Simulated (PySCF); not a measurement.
Bonds broken one at a time in the series silaethenyl-X. All species are isolated molecules in the gas phase. One relaxed conformer stands for each flexible species; it need not be the lowest. Strings in code marks are SMILES.

The four lowest singlet excitations (Tamm–Dancoff). These are ωB97X-D3(BJ)/def2-TZVP // PBE0-D3(BJ)/def2-TZVP (PySCF 2.14.0) values and carry that method's errors. Excitations are Tamm–Dancoff values on a coarser integration grid. The basis has no diffuse functions, so Rydberg states are missing or too high.

```csv
state,energy (eV),wavelength (nm),oscillator strength
S1,5.39,230,0.031
S2,5.92,210,0.302
S3,6.37,195,0.058
S4,7.23,171,0.000
```

Question: Which member gives these states?
A) `C=[SiH]O` (C–Si–O–H torsion 0°)
B) `B[SiH]=C` (H–B–Si–C torsion 180°)
C) `C=[SiH]N(C)C` (C–Si–N–C torsion 0°)
D) `C=[SiH]F`

Answer: A, `C=[SiH]O` (C–Si–O–H torsion 0°)
